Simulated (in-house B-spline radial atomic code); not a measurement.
A radial electron density 4πr²n(r) was computed for an atom or ion in its tabulated ground configuration with an all-electron radial atomic-structure program (B-spline basis); method: non-relativistic PW91, spin-polarised, spherical fractional occupations. Columns: r (bohr), 4πr²n(r) (electrons per bohr), bar.

```
 0.00275   0.8758 #
 0.00327    1.206 ##
 0.00391    1.671 ##
 0.00466    2.286 ###
 0.00555    3.101 ####
 0.00662    4.182 ######
  0.0079    5.587 #######
 0.00942    7.363 ##########
  0.0112    9.524 #############
  0.0134    12.22 ################
   0.016    15.31 ####################
  0.0191    18.71 #########################
  0.0227    22.12 #############################
  0.0271     25.4 ##################################
  0.0323    28.03 #####################################
  0.0386    29.61 #######################################
   0.046     29.8 ########################################
  0.0549    28.59 ######################################
  0.0654    26.45 ###################################
   0.078    24.28 ################################
  0.0931    23.24 ###############################
   0.111    24.21 ################################
   0.132    27.11 ####################################
   0.158    30.87 #########################################
   0.188    33.07 ############################################
   0.225    31.85 ##########################################
   0.268    26.83 ####################################
   0.319    19.79 ##########################
   0.381    13.64 ##################
   0.454    10.99 ###############
   0.542    11.72 ################
   0.646    13.48 ##################
   0.771    13.59 ##################
   0.919    11.16 ###############
     1.1    7.226 ##########
    1.31    3.738 #####
    1.56    1.513 ##
    1.86   0.4714 #
    2.22   0.1115 
    2.64  0.02021 
    3.15 0.002449
```

Question: Which atom or ion is it?
A. Fe5+
B. Ni6+
C. Mn5+
D. Mn4+

Answer: C. The area under the curve, ∫4πr²n dr = ∫r·4πr²n d(ln r) on this logarithmic grid, is 20 electrons, which only this option has. The configuration is [Ar] 3d2.
